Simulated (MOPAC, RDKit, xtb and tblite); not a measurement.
Torsional profile of C7H7BO3, SMILES O=Cc1cccc(B(O)O)c1. Scanned: dihedral O1–C2–C3–C4; all other coordinates were relaxed at GFN2-xTB. Points at φ and −φ are mirror images. Heavy atoms are numbered in the order of the SMILES O=Cc1cccc(B(O)O)c1, hydrogens after them in the order of the atoms that carry them; the mirror image has the same energies with the sign of each dihedral reversed.

- PM7, restricted, heats of formation // GFN2-xTB (MOPAC)
- UFF // GFN2-xTB (RDKit)
- GFN2-xTB (xtb and tblite)

Energies in kcal/mol, each method relative to its own lowest point.

```json
[
 {"φ / °": "-160", "PM7": "0.3", "UFF": "0.6", "GFN2-xTB": "0.5"},
 {"φ / °": "-140", "PM7": "1.0", "UFF": "2.5", "GFN2-xTB": "2.0"},
 {"φ / °": "-120", "PM7": "2.0", "UFF": "5.4", "GFN2-xTB": "4.1"},
 {"φ / °": "-100", "PM7": "2.3", "UFF": "8.2", "GFN2-xTB": "5.8"},
 {"φ / °": "-80", "PM7": "2.3", "UFF": "8.6", "GFN2-xTB": "5.9"},
 {"φ / °": "-60", "PM7": "2.0", "UFF": "6.1", "GFN2-xTB": "4.5"},
 {"φ / °": "-40", "PM7": "1.5", "UFF": "2.9", "GFN2-xTB": "2.6"},
 {"φ / °": "-20", "PM7": "0.9", "UFF": "0.9", "GFN2-xTB": "1.2"},
 {"φ / °": "0", "PM7": "0.7", "UFF": "0.3", "GFN2-xTB": "0.7"},
 {"φ / °": "20", "PM7": "0.9", "UFF": "0.9", "GFN2-xTB": "1.2"},
 {"φ / °": "40", "PM7": "1.5", "UFF": "2.9", "GFN2-xTB": "2.6"},
 {"φ / °": "60", "PM7": "2.0", "UFF": "6.1", "GFN2-xTB": "4.5"},
 {"φ / °": "80", "PM7": "2.3", "UFF": "8.6", "GFN2-xTB": "5.9"},
 {"φ / °": "100", "PM7": "2.3", "UFF": "8.2", "GFN2-xTB": "5.8"},
 {"φ / °": "120", "PM7": "2.0", "UFF": "5.4", "GFN2-xTB": "4.1"},
 {"φ / °": "140", "PM7": "1.0", "UFF": "2.5", "GFN2-xTB": "2.0"},
 {"φ / °": "160", "PM7": "0.3", "UFF": "0.6", "GFN2-xTB": "0.5"},
 {"φ / °": "180", "PM7": "0.0", "UFF": "0.0", "GFN2-xTB": "0.0"}
]
```
